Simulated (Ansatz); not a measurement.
Geometry optimisation, UKS CAM-B3LYP/STO-3G in Ansatz.

input.yaml

```yaml
crystal:
  periodic: [false, false, false]
  atoms:
    - { symbol: C, position_ang: [2.3517, -1.4383, 1.5175] }
    - { symbol: C, position_ang: [1.2601, -0.4478, 0.8632] }
    - { symbol: Si, position_ang: [-0.0515, 0.6654, 0.0514] }
    - { symbol: "N", position_ang: [-1.0734, -0.2152, -0.855] }
    - { symbol: H, position_ang: [0.6077, 1.6143, -0.8913] }
    - { symbol: H, position_ang: [-0.8055, 1.4134, 1.0797] }
    - { symbol: H, position_ang: [-0.6306, -0.7567, -1.5617] }
    - { symbol: H, position_ang: [-1.5664, -0.8922, -0.2596] }
magnetization:
  spin_polarized: true
  initial_magnetization: 1
basis:
  gaussian: { orbitals: STO-3G }
hamiltonian:
  xc: cam_b3lyp
relax:
  f_tol: 0.015
  max_steps: 40
```

Launched with:

```bash
$ ansatz run input.yaml --threads 1 --pin off --max-ram 2048MiB --backend cpu --events-out ev --progress --plain --runs-dir out
```

Problem. Where does it end, and by what steps?

Solution. The run converged. Limits of this set-up: minimal basis. After 8 steps the energy has fallen by 3.382 eV; C1 moved furthest, 0.38 Å.

```
step  energy less start (eV)  largest force component (eV/Å)  accepted
   0                  0.0000                           6.257       yes
   1                 -2.3350                           2.938       yes
   2                 -3.3169                           1.758       yes
   3                 -3.3332                           2.002       yes
   4                 -3.3709                           0.148       yes
   5                 -3.3745                           0.173       yes
   6                 -3.3775                           0.145       yes
   7                 -3.3810                           0.271       yes
   8                 -3.3817                           0.004       yes
```

```xyz
8
Properties=species:S:1:pos:R:3
C 2.151 -1.129 1.420
C 1.314 -0.427 0.893
Si 0.048 0.628 0.093
N -1.114 -0.262 -0.856
H 0.736 1.543 -0.780
H -0.660 1.322 1.137
H -0.702 -0.790 -1.652
H -1.681 -0.942 -0.310
```

Time of the run: 34 s on 1 thread of Arm Neoverse V1 (shared host), peak memory 0.14 GiB.
